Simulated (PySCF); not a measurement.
# Solvent effects on NMR parameters

Structure with atom numbers: `[CH3:1][C@@H:2]([OH:3])[C:4]([F:5])([F:6])[O:7][C:8]([F:9])([F:10])[F:11]`. Each H is labelled by its parent atom.

GIAO PBE0/pcSseg-1 in PySCF on one PBE0-D3(BJ)/def2-SVP conformer, non-relativistic, equivalent nuclei averaged. Solvents enter as an IEF-PCM continuum (cyclohexane with ε = 2.0, chloroform with ε = 4.7) around the gas-phase geometry. Shifts are referred to TMS, CFCl3 computed in the same medium.

In cyclohexane, δ in ppm: C4 127.0, C8 126.7, C2 70.5, C1 16.0, F9/F10/F11 -66.0, F5 -95.9, F6 -115.2, H(C2) 3.91, H(O3) 1.51, H(C1) 1.42. Dipole moment 1.78 D.

Problem. How does each δ change in the more polar medium?

Solution. 
```csv
atoms,environment,"Δδ, chloroform"
C4,fully substituted sp3 carbon bonded to 2 F and O,+0.5
C8,CF3 carbon,+0.4
C2,sp3 CH bonded to O,+0.2
C1,methyl carbon,+0.2
F9/F10/F11,fluorine of an OCF3 group,+0.7
F5,fluorine of a CF2 group,+1.0
F6,fluorine of a CF2 group,0.0
H(C2),hydrogen on an sp3 CH bonded to O,+0.10
H(O3),hydrogen on an alcohol oxygen,+0.24
H(C1),hydrogen on a methyl carbon,0.00
```

Changes are relative to cyclohexane. The dipole moment becomes 1.90 D in chloroform.

Problem. Which nuclei move most (in ppm), and what does the model miss?

Solution. F5 (fluorine of a CF2 group, +1.0 ppm) in chloroform. A continuum only polarises the solute; specific hydrogen bonds, the anisotropy of aromatic solvents and changes of geometry or conformer are outside it.
